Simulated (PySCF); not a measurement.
PySCF input (TPSS/def2-TZVPD):

```python
from pyscf import gto, scf, dft

mol = gto.M(
    atom='''
    C     1.28908202    0.05065326   -0.02399096
    C     0.04829639   -0.16914329    0.32237893
    O    -1.03402321    0.19774149   -0.43129402
    H     2.26967487   -0.13066286    0.37328434
    H    -0.18180107   -0.67394422    1.26367613
    H    -1.83995856   -0.06638461    0.02306391
    ''',
    basis='def2-tzvpd',
    charge=0,
    spin=1,
    verbose=4,
)

mf = dft.UKS(mol, xc='tpss').density_fit(auxbasis='def2-universal-jkfit')
mf.grids.level = 3
mf.conv_tol = 1e-9
mf.max_cycle = 100
mf.max_memory = 1500
mf.kernel()
if not mf.converged:
    mf = mf.newton()
    mf.kernel(mf.make_rdm1())
for _ in range(2):
    mo, _, stable, _ = mf.stability(return_status=True)
    if stable:
        break
    mf.kernel(mf.make_rdm1(mo, mf.mo_occ))
mf.analyze()
```

End of the output:

```
Extra cycle  E= -153.20821566737  delta_E= 6.2e-12  |g|= 7.57e-06  |ddm|= 1.47e-05
converged SCF energy = -153.20821566737  <S^2> = 0.76212051  2S+1 = 2.012084
uhf_internal: lowest eigs of H = [0.53180059 0.53383647 0.54782967]
<class 'pyscf.df.df_jk.DFUKS'> wavefunction is stable in the internal stability analysis
**** SCF Summaries ****
Total Energy =                        -153.208215667369757
Nuclear Repulsion Energy =              63.607426510232294
One-electron Energy =                 -333.286780825829908
Two-electron Energy =                  116.471138648227850
Two-electron Coulomb Energy =          137.007997001852630
DFT Exchange-Correlation Energy =      -20.536858353624783
HOMO-LUMO gap [eV] =                     2.521912576927527
**** MO energy ****
                             alpha | beta                alpha | beta
MO #1   energy= -18.9223429918022  | -18.9218986185555  occ= 1 | 1
MO #2   energy= -10.0487517010021  | -10.0503693335384  occ= 1 | 1
MO #3   energy= -10.0015868913669  | -9.98577900829935  occ= 1 | 1
MO #4   energy= -0.998497486613836 | -0.997296625368943 occ= 1 | 1
MO #5   energy= -0.709383430069103 | -0.692777287921452 occ= 1 | 1
MO #6   energy= -0.54401631949542  | -0.531694840742329 occ= 1 | 1
MO #7   energy= -0.502375577304459 | -0.492440746518874 occ= 1 | 1
MO #8   energy= -0.426735143353884 | -0.418530110151398 occ= 1 | 1
MO #9   energy= -0.352380776251642 | -0.353899122966126 occ= 1 | 1
MO #10  energy= -0.340304693554083 | -0.333948275288275 occ= 1 | 1
MO #11  energy= -0.218363816820892 | -0.20685617317239  occ= 1 | 1
MO #12  energy= -0.217707192457693 | -0.114177594614358 occ= 1 | 0
MO #13  energy= -0.0167486445426403 | -0.0111505423132903 occ= 0 | 0
MO #14  energy= -0.00858568987151767 | 0.0025927321033887 occ= 0 | 0
MO #15  energy= 0.0236956035455725 | 0.0290258124815064 occ= 0 | 0
MO #16  energy= 0.0363823210761281 | 0.0428556468027689 occ= 0 | 0
MO #17  energy= 0.0637641965662059 | 0.0656422784156646 occ= 0 | 0
MO #18  energy= 0.0643043865508168 | 0.069080501414154  occ= 0 | 0
MO #19  energy= 0.0924202368012434 | 0.0991412036013983 occ= 0 | 0
MO #20  energy= 0.109737088048192  | 0.123916196132904  occ= 0 | 0
MO #21  energy= 0.12051282903746   | 0.128598368893778  occ= 0 | 0
MO #22  energy= 0.144003632540226  | 0.147507303574095  occ= 0 | 0
MO #23  energy= 0.144112915114932  | 0.152352428208451  occ= 0 | 0
MO #24  energy= 0.169789924155587  | 0.177027596754844  occ= 0 | 0
MO #25  energy= 0.1903124408527    | 0.198233724119082  occ= 0 | 0
MO #26  energy= 0.204743051511166  | 0.212294790850727  occ= 0 | 0
MO #27  energy= 0.217195639314995  | 0.219229686404942  occ= 0 | 0
MO #28  energy= 0.219555027445768  | 0.223254937411683  occ= 0 | 0
MO #29  energy= 0.233127745452932  | 0.242842231420222  occ= 0 | 0
MO #30  energy= 0.242480968092837  | 0.247461113492003  occ= 0 | 0
MO #31  energy= 0.242541726605516  | 0.254091858495093  occ= 0 | 0
MO #32  energy= 0.256741506203601  | 0.266020031818755  occ= 0 | 0
MO #33  energy= 0.27331961724175   | 0.280055845390009  occ= 0 | 0
MO #34  energy= 0.286231181171266  | 0.29650518609956   occ= 0 | 0
MO #35  energy= 0.307308494051066  | 0.311711509041056  occ= 0 | 0
MO #36  energy= 0.319809642562151  | 0.321320922111024  occ= 0 | 0
MO #37  energy= 0.343965818725881  | 0.351757268635207  occ= 0 | 0
MO #38  energy= 0.349043743901365  | 0.352107380608326  occ= 0 | 0
MO #39  energy= 0.354346422592997  | 0.359357127548204  occ= 0 | 0
MO #40  energy= 0.360989219873528  | 0.363882783078123  occ= 0 | 0
MO #41  energy= 0.383294652603688  | 0.392001456362937  occ= 0 | 0
MO #42  energy= 0.404640451819646  | 0.41077809597212   occ= 0 | 0
MO #43  energy= 0.408105406234976  | 0.420679442697005  occ= 0 | 0
MO #44  energy= 0.415829787363047  | 0.431375590215146  occ= 0 | 0
MO #45  energy= 0.451347714570694  | 0.460533668790102  occ= 0 | 0
MO #46  energy= 0.472476945742355  | 0.485534948306007  occ= 0 | 0
MO #47  energy= 0.482639980615907  | 0.486095012587953  occ= 0 | 0
MO #48  energy= 0.532163424098871  | 0.53468474337686   occ= 0 | 0
MO #49  energy= 0.539261866916607  | 0.542100856211931  occ= 0 | 0
MO #50  energy= 0.54461652905111   | 0.549266908531927  occ= 0 | 0
MO #51  energy= 0.582855404185602  | 0.592110622355929  occ= 0 | 0
MO #52  energy= 0.587693197908785  | 0.598939991173713  occ= 0 | 0
MO #53  energy= 0.60308310812673   | 0.618634006896439  occ= 0 | 0
MO #54  energy= 0.6431262972987    | 0.649363899874039  occ= 0 | 0
MO #55  energy= 0.664085452394392  | 0.678342497857191  occ= 0 | 0
MO #56  energy= 0.690536975214685  | 0.70466897908235   occ= 0 | 0
MO #57  energy= 0.702767739996593  | 0.706484589898322  occ= 0 | 0
MO #58  energy= 0.743677814175211  | 0.758228774114496  occ= 0 | 0
MO #59  energy= 0.763198375680754  | 0.778914156218935  occ= 0 | 0
MO #60  energy= 0.795118605453265  | 0.807941816349307  occ= 0 | 0
MO #61  energy= 0.809723511016529  | 0.814296239793053  occ= 0 | 0
MO #62  energy= 0.858766330399087  | 0.866180152392218  occ= 0 | 0
MO #63  energy= 0.873439268921318  | 0.894874978662038  occ= 0 | 0
MO #64  energy= 0.876191890470784  | 0.895021242427002  occ= 0 | 0
MO #65  energy= 0.944343161495599  | 0.959242118594318  occ= 0 | 0
MO #66  energy= 0.985987953039658  | 0.99873061185804   occ= 0 | 0
MO #67  energy= 1.05006855480416   | 1.05415098755527   occ= 0 | 0
MO #68  energy= 1.07758416291946   | 1.09098774808684   occ= 0 | 0
MO #69  energy= 1.13306175943406   | 1.15327402118867   occ= 0 | 0
MO #70  energy= 1.14447163031027   | 1.15634544878865   occ= 0 | 0
MO #71  energy= 1.2455659068651    | 1.25961121987553   occ= 0 | 0
MO #72  energy= 1.29326207179867   | 1.3059624929162    occ= 0 | 0
MO #73  energy= 1.36594472011325   | 1.38335785889539   occ= 0 | 0
MO #74  energy= 1.46244477511072   | 1.47515059489125   occ= 0 | 0
MO #75  energy= 1.57052824774838   | 1.5707059829517    occ= 0 | 0
MO #76  energy= 1.66818278179433   | 1.67681509773791   occ= 0 | 0
MO #77  energy= 1.68723640230375   | 1.71949610518913   occ= 0 | 0
MO #78  energy= 1.74014680198718   | 1.7755780975979    occ= 0 | 0
MO #79  energy= 1.76070719076903   | 1.77632548826541   occ= 0 | 0
MO #80  energy= 1.79270158459202   | 1.80387045353712   occ= 0 | 0
MO #81  energy= 1.79505786492454   | 1.8157840304616    occ= 0 | 0
MO #82  energy= 1.83731305532571   | 1.85955940234346   occ= 0 | 0
MO #83  energy= 1.88678595857121   | 1.88978430383137   occ= 0 | 0
MO #84  energy= 1.91954621748832   | 1.93750136683947   occ= 0 | 0
MO #85  energy= 1.96187223666676   | 1.97276136832797   occ= 0 | 0
MO #86  energy= 2.01443810769795   | 2.0294960934606    occ= 0 | 0
MO #87  energy= 2.05220828641124   | 2.06565506767576   occ= 0 | 0
MO #88  energy= 2.15587204962405   | 2.16271643734994   occ= 0 | 0
MO #89  energy= 2.20255815763657   | 2.21152175302327   occ= 0 | 0
MO #90  energy= 2.22455699863024   | 2.24144935941296   occ= 0 | 0
MO #91  energy= 2.36261459865043   | 2.37944393975094   occ= 0 | 0
MO #92  energy= 2.38795511611265   | 2.40523858256087   occ= 0 | 0
MO #93  energy= 2.47324512877542   | 2.48266828647744   occ= 0 | 0
MO #94  energy= 2.56975321568776   | 2.5917068011689    occ= 0 | 0
MO #95  energy= 2.58864303712978   | 2.61033430724319   occ= 0 | 0
MO #96  energy= 2.6839797899333    | 2.70029364707464   occ= 0 | 0
MO #97  energy= 2.68533349415653   | 2.71056296245659   occ= 0 | 0
MO #98  energy= 2.73748789651908   | 2.77428124986296   occ= 0 | 0
MO #99  energy= 2.76502300201687   | 2.79129669230352   occ= 0 | 0
MO #100 energy= 2.81051248421454   | 2.83314947172723   occ= 0 | 0
MO #101 energy= 2.85171808792241   | 2.87270616049805   occ= 0 | 0
MO #102 energy= 2.88164029620504   | 2.90744246295258   occ= 0 | 0
MO #103 energy= 2.91258742538626   | 2.94566926374898   occ= 0 | 0
MO #104 energy= 2.96214925609175   | 2.97537292986262   occ= 0 | 0
[...]
```

It need not be the lowest isomer of its formula.
